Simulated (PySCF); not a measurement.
Species: 1,1-dichloro-2-methylbutane, C5H10Cl2.
Cartesian coordinates in Å at the GFN2-xTB level; atoms count from 1:
```
atom  x, y, z in Å
C1     1.8323   -1.0406    0.1325
C2     1.0314    0.2528    0.2285
C3    -0.3588    0.1710   -0.4166
C4    -0.9933    1.5571   -0.5039
C5    -1.2553   -0.8052    0.3386
Cl6   -2.7969   -1.0512   -0.5218
Cl7   -1.6059   -0.2497    1.9899
H8     1.8746   -1.3899   -0.8967
H9     1.4008   -1.8256    0.7476
H10    2.8491   -0.8706    0.4775
H11    1.5837    1.0445   -0.2808
H12    0.9253    0.5430    1.2747
H13   -0.2516   -0.2344   -1.4295
H14   -1.0722    1.9985    0.4863
H15   -0.3847    2.2073   -1.1267
H16   -1.9876    1.4964   -0.9387
H17   -0.7980   -1.7913    0.4291
```

Jobs on this species (17 atoms, 74 electrons) with PySCF (density fitting). Hardware of each: an Arm Neoverse V2 with one thread (shared host). Other jobs ran on the host; a repeat could differ by tens of per cent or more.

```csv
level and settings,work,basis functions,SCF cycles,wall time
"KT3/pcSseg-1, IEF-PCM acetone","3 singlets by TDA, polarisability",183,?,?
"HCTH407/ANO-RCC-VDZP, start guess atom","shieldings, charges and field gradients, density and orbital grids written",156,?,?
PBE0/MINI,"spin–spin couplings from 15 perturbed nuclei, spin–dipole term left out",53,11,4.7 s
PBE0/cc-pVDZ,"shieldings, charges and field gradients",156,13,18 s
```

**Question.** Fill in the missing figures.

**Answer.** 
- KT3/pcSseg-1, IEF-PCM acetone; 3 singlets by TDA, polarisability: 15 s, 14 SCF cycles
- HCTH407/ANO-RCC-VDZP, start guess atom; shieldings, charges and field gradients, density and orbital grids written: 85 s, 11 SCF cycles

**Question.** What do all jobs in the table cost together?

**Answer.** About 2.0 min; the longest takes about 69 % of that, and about 18 times as long as the shortest.
